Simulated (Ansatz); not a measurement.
# Relative stability

The two ends of one reaction step of SnPNH₈, singlet (PBE0-D4/def2-TZVP).

A:

```
atom    x (Å)    y (Å)    z (Å)
 Sn1  -0.9469  -1.3781   0.6789
  N2   1.0446  -0.9477   0.6489
  H3  -1.2947  -2.8560   1.4793
  H4  -1.6873  -0.0833   1.5009
  H5  -1.4216  -1.4716  -0.9540
  H6   0.6851   1.3189  -0.6776
  P7  -0.2460   2.2098  -1.2766
  H8   1.4410  -0.8620   1.5768
  H9   1.5876  -1.6482   0.1592
 H10   0.3224   3.3607  -0.6702
 H11   0.5158   2.3573  -2.4655
```

B:

Sn1  (-1.392, -0.320, 0.228)
N2  (1.711, -0.803, -0.081)
H3  (-0.819, -0.563, 1.816)
H4  (-3.090, -0.045, 0.327)
H5  (-1.181, -1.730, -0.711)
H6  (2.211, -0.275, -0.786)
P7  (-0.358, 1.662, -0.896)
H8  (2.228, -0.718, 0.786)
H9  (1.742, -1.777, -0.358)
H10  (-1.428, 2.546, -0.589)
H11  (0.376, 2.025, 0.264)
(Å)

Ansatz 0.2.0; basis: def2-TZVPP; cores frozen in the correlated methods. Filled d shells of the heavier atoms are correlated. Core potentials replace the inner electrons of the atoms past krypton. The def2 sets are not built for correlating such inner shells, so the correlated values are less sure here. B3LYP uses VWN-RPA correlation.

**Question.** Which structure is lower at CCSD(T), and by how much? (To be estimated.)

**Answer.** The calculation gives: B, by 0.584 eV (electronic energy, against the other). By their contacts, A is a complex of SnNH₅ ([NH2][SnH3]) + PH₃ and B is a complex of SnPH₅ ([PH2][SnH3]) + NH₃.

All methods give the same order:

```
      method  E(B) − E(A) (eV)
       SPW92            -0.730
      PBE-D4            -0.694
     BLYP-D4            -0.611
   r2SCAN-D4            -0.668
      B97M-V            -0.652
     PBE0-D4            -0.707
    B3LYP-D4            -0.627
  r2SCAN0-D4            -0.691
    BHLYP-D4            -0.639
CAM-B3LYP-D4            -0.573
     wB97X-V            -0.596
     wB97M-V            -0.641
      B2PLYP            -0.577
    PBE-QIDH            -0.664
  RPA on PBE            -0.519
          HF            -0.517
         MP2            -0.611
        CCSD            -0.572
     CCSD(T)            -0.584
```

No T1 diagnostic of these runs exceeds 0.013.

Labels in which every atom is bracketed show which atoms are joined, not bond orders.

For scale, one of the runs: CCSD(T)/def2-TZVPP, 235 basis functions, launched by `ansatz run in.yaml --threads 4 --pin off --events-out ev --progress --plain --max-ram 9574MiB`. Time: 2.2 min of wall clock on 4 CPU threads of an Arm Neoverse V1; the host was shared. Peak host memory: 4.5 GiB.
